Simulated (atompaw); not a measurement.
Reading a pseudo-wave (Cl)

Columns: radius, all-electron u(r) and pseudo u(r) of the 3p shell (level -31.68 eV) of chlorine in the configuration [He] 2s2 2p6 3s2 3p3; PBE, scalar-relativistic, PAW (atompaw) scheme, atompaw 4.2.0.5.

```json
{"r (bohr)": "0.033", "all-electron": "-0.0422", "pseudo": "-0.0009"}
{"r (bohr)": "0.065", "all-electron": "-0.1249", "pseudo": "-0.0034"}
{"r (bohr)": "0.098", "all-electron": "-0.2167", "pseudo": "-0.0073"}
{"r (bohr)": "0.131", "all-electron": "-0.2967", "pseudo": "-0.0122"}
{"r (bohr)": "0.163", "all-electron": "-0.3553", "pseudo": "-0.0173"}
{"r (bohr)": "0.196", "all-electron": "-0.3939", "pseudo": "-0.0222"}
{"r (bohr)": "0.229", "all-electron": "-0.4107", "pseudo": "-0.0259"}
{"r (bohr)": "0.262", "all-electron": "-0.4079", "pseudo": "-0.0277"}
{"r (bohr)": "0.294", "all-electron": "-0.3890", "pseudo": "-0.0267"}
{"r (bohr)": "0.327", "all-electron": "-0.3556", "pseudo": "-0.0222"}
{"r (bohr)": "0.360", "all-electron": "-0.3110", "pseudo": "-0.0135"}
{"r (bohr)": "0.392", "all-electron": "-0.2596", "pseudo": "-0.0005"}
{"r (bohr)": "0.425", "all-electron": "-0.2004", "pseudo": "0.0179"}
{"r (bohr)": "0.458", "all-electron": "-0.1368", "pseudo": "0.0417"}
{"r (bohr)": "0.490", "all-electron": "-0.0726", "pseudo": "0.0699"}
{"r (bohr)": "0.523", "all-electron": "-0.0051", "pseudo": "0.1039"}
{"r (bohr)": "0.556", "all-electron": "0.0624", "pseudo": "0.1426"}
{"r (bohr)": "0.588", "all-electron": "0.1271", "pseudo": "0.1841"}
{"r (bohr)": "0.621", "all-electron": "0.1922", "pseudo": "0.2301"}
{"r (bohr)": "0.654", "all-electron": "0.2551", "pseudo": "0.2787"}
{"r (bohr)": "0.687", "all-electron": "0.3154", "pseudo": "0.3287"}
{"r (bohr)": "0.719", "all-electron": "0.3710", "pseudo": "0.3777"}
{"r (bohr)": "0.752", "all-electron": "0.4251", "pseudo": "0.4279"}
{"r (bohr)": "0.785", "all-electron": "0.4758", "pseudo": "0.4767"}
{"r (bohr)": "0.817", "all-electron": "0.5217", "pseudo": "0.5219"}
{"r (bohr)": "0.850", "all-electron": "0.5657", "pseudo": "0.5657"}
```

Problem. How many radial nodes do the two functions have?

Solution. The all-electron 3p function has n − l − 1 = 1; the pseudo-wave has 1, since 1 lower shell of the same l stays in the valence.

Problem. Is the pseudo-wave norm-conserving?

Solution. No, it belongs to a PAW set: the norm inside the radius is not constrained, and the difference is carried by the augmentation charge.
